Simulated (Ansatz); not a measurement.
Geometry optimisation, RKS PBE/def2-mTZVP in Ansatz.

input.yaml

```yaml
crystal:
  periodic: [false, false, false]
  atoms:
    - { symbol: C, position_ang: [-0.6117, 1.0117, -0.4391] }
    - { symbol: Sn, position_ang: [0.3838, -0.7969, -0.1849] }
    - { symbol: O, position_ang: [0.323, -1.294, 1.7181] }
    - { symbol: H, position_ang: [-1.6373, 0.9477, -0.1211] }
    - { symbol: H, position_ang: [-0.6395, 1.3333, -1.5408] }
    - { symbol: H, position_ang: [-0.169, 1.8644, 0.1494] }
    - { symbol: H, position_ang: [2.073, -0.6008, -0.7059] }
    - { symbol: H, position_ang: [-0.3516, -2.0281, -1.1363] }
    - { symbol: H, position_ang: [0.7179, -0.4836, 2.2436] }
basis:
  gaussian: { orbitals: def2-mTZVP }
hamiltonian:
  xc: pbe
relax:
  f_tol: 0.015
  max_steps: 40
```

Run as:

```bash
$ ansatz run input.yaml --threads 2 --pin off --max-ram 3072MiB --backend cpu --events-out ev --progress --plain --runs-dir out
```

**Question.** Where does it end, and by what steps?

**Answer.** The forces met the threshold. The force dipped under the threshold on the way, but the program's further checks kept it going. After 13 steps the energy has fallen by 0.289 eV; H9 moved furthest, 0.39 Å.

```json
{"step": "0", "energy less start (eV)": "0.0000", "largest force component (eV/Å)": "2.230", "accepted": "yes"}
{"step": "1", "energy less start (eV)": "-0.2425", "largest force component (eV/Å)": "0.881", "accepted": "yes"}
{"step": "2", "energy less start (eV)": "-0.2810", "largest force component (eV/Å)": "0.260", "accepted": "yes"}
{"step": "3", "energy less start (eV)": "-0.2866", "largest force component (eV/Å)": "0.092", "accepted": "yes"}
{"step": "4", "energy less start (eV)": "-0.2879", "largest force component (eV/Å)": "0.030", "accepted": "yes"}
{"step": "5", "energy less start (eV)": "-0.2882", "largest force component (eV/Å)": "0.027", "accepted": "yes"}
{"step": "6", "energy less start (eV)": "-0.2885", "largest force component (eV/Å)": "0.003", "accepted": "yes"}
{"step": "7", "energy less start (eV)": "-0.2869", "largest force component (eV/Å)": "0.289", "accepted": "no"}
{"step": "8", "energy less start (eV)": "-0.2886", "largest force component (eV/Å)": "0.024", "accepted": "yes"}
{"step": "9", "energy less start (eV)": "-0.2886", "largest force component (eV/Å)": "0.072", "accepted": "no"}
{"step": "10", "energy less start (eV)": "-0.2887", "largest force component (eV/Å)": "0.014", "accepted": "yes"}
{"step": "11", "energy less start (eV)": "-0.2887", "largest force component (eV/Å)": "0.036", "accepted": "yes"}
{"step": "12", "energy less start (eV)": "-0.2888", "largest force component (eV/Å)": "0.031", "accepted": "yes"}
{"step": "13", "energy less start (eV)": "-0.2888", "largest force component (eV/Å)": "0.001", "accepted": "yes"}
```

```xyz
9
Properties=species:S:1:pos:R:3
C -0.670 1.114 -0.518
Sn 0.409 -0.733 -0.206
O 0.229 -1.259 1.735
H -1.689 1.014 -0.124
H -0.723 1.351 -1.589
H -0.167 1.940 0.002
H 2.097 -0.574 -0.577
H -0.307 -2.072 -1.024
H 0.910 -0.826 2.284
```

Time of the run: 25 s on 2 threads of Arm Neoverse V1 (shared host), peak memory 0.17 GiB.
